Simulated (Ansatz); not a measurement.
System: C$_{2}$H$_{4}$F$_{2}$, charge 0, singlet. C2H4F2 (1,1-difluoroethane, SMILES CC(F)F).
B3LYP-D3(BJ)/def2-TZVP minimum from Ansatz (a quantum-chemistry and plane-wave program):
```
C
F 1 1.3715
F 1 1.3715 2 106.89
H 1 1.0925 2 107.35 3 -114.92
C 1 1.5016 4 114.35 3 -122.69
H 5 1.0898 1 109.82 4 -59.96
H 5 1.0898 6 109.06 1 -120.38
H 5 1.0899 6 109.33 7 -119.49
```

Quantity: atomisation energy (electronic, to ground-state atoms), in kcal/mol. Radicals and triplets start from unrestricted determinants; spin-orbit coupling is neglected. CBS(X,Y): correlation extrapolated as X^-3, Hartree-Fock from the larger set (Q,5: extrapolated as (X+1)exp(-9√X)). A bracket is a step between two methods taken in the basis named. The functionals are non-relativistic, so their misses hold any scalar relativity. Double hybrids freeze cores in their MP2 part. '+ core + X2C': CCSD(T) terms for core correlation (cc-pwCVTZ) and scalar relativity (cc-pVTZ-DK). For partners of very few electrons the exact lower level stands in for a higher one.

CCSD(T)/CBS(cc-pVQZ,cc-pV5Z) + [CCSDT(Q) - CCSD(T)]/cc-pVDZ + core + X2C (Ansatz) gives 739.9 kcal/mol.

Task: How far off this value is PBE/def2-TZVPD (Ansatz), in which direction, and which of these levels come nearer: r2SCAN/def2-TZVPD, B3LYP/def2-TZVPD, PBE0/def2-TZVPD, wB97M-V/def2-TZVPD, B2PLYP/def2-TZVPD, CCSD(T)/CBS(cc-pVQZ,cc-pV5Z) + core + X2C?

Result: PBE gives 755.7 kcal/mol, 15.8 kcal/mol above it. Differences of the others: r2SCAN/def2-TZVPD (Ansatz) -0.1; B3LYP/def2-TZVPD (Ansatz) -6.9; PBE0/def2-TZVPD (Ansatz) -1.3; wB97M-V/def2-TZVPD (Ansatz) -0.5; B2PLYP/def2-TZVPD (Ansatz) -10.1; CCSD(T)/CBS(cc-pVQZ,cc-pV5Z) + core + X2C (Ansatz) -0.6 kcal/mol. Nearer than PBE: r2SCAN/def2-TZVPD, B3LYP/def2-TZVPD, PBE0/def2-TZVPD, wB97M-V/def2-TZVPD, B2PLYP/def2-TZVPD, CCSD(T)/CBS(cc-pVQZ,cc-pV5Z) + core + X2C.
